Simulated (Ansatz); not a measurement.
A search over several starts for the lowest SCF solution of the cluster Hf₂Si₂ at the given spin, in a small basis.

```yaml
crystal:
  periodic: [false, false, false]
  atoms:
    - {symbol: Hf, position_ang: [-1.588255, 0.137530, -0.227932]}
    - {symbol: Hf, position_ang: [0.627352, 0.083028, 1.480864]}
    - {symbol: Si, position_ang: [0.340787, -1.496307, -0.489586]}
    - {symbol: Si, position_ang: [0.620117, 1.275739, -0.763346]}
basis:
  gaussian: {orbitals: def2-SVP, initial_orbitals: start.molden}
magnetization: {spin_polarized: true, initial_magnetization: 2}
hamiltonian: {xc: pbe0, dispersion: d4}
output: {orbitals: {seedname: orbitals}}
```

The file start.molden holds the orbitals of an earlier run on this structure, at another level or in another basis.

```sh
$ ansatz run in.yaml --threads 4 --pin off --events-out ev --progress --plain --max-ram 3916MiB
```

Output, abridged:

```
Functional definition: PBE0
980 factors; integrals over basis functions are off by at most 6.8e-4 eV
mean field evaluation 1: about -18350.9153 eV, gradient 4.0e0 eV
mean field evaluation 2: about -18351.0100 eV, gradient 1.4e-1 eV
mean field evaluation 4: about -18351.0503 eV, gradient 3.1e-3 eV
mean field evaluation 8: about -18351.0503 eV, gradient 2.7e-5 eV
mean field evaluation 16: about -18350.9969 eV, gradient 8.4e-1 eV
mean field evaluation 32: about -18351.0503 eV, gradient 1.8e-3 eV
mean field evaluation 64: about -18350.8493 eV, gradient 3.0e-1 eV
mean field evaluation 96: about -18350.9554 eV, gradient 7.2e-1 eV
mean field -18351.05030115 eV, -674.3886597785 hartree, gradient 6.1e-6 eV, S^2 2.024831; 11 other end points of the search recorded, 0 dependent functions left out
reference -18351.05033057 eV, -674.3886608597 hartree; 27, 25 occupied and 73, 75 virtual orbitals, 980 factors
Total energy: -18351.21548984 eV, -674.3947303508 hartree
```

Run time 19 s (4 threads of Arm Neoverse V2 on a shared host).

Other converged states that the search met: 0.22 eV higher (⟨S²⟩ = 2.03).

In the def2 sets Hf takes a core potential; there is no spin–orbit coupling. At PBE0-D4/def2-TZVP a singlet of charge 0 lies 0.37 eV below the triplet, each at its own geometry. The structure comes from a short search, and lower isomers may exist.
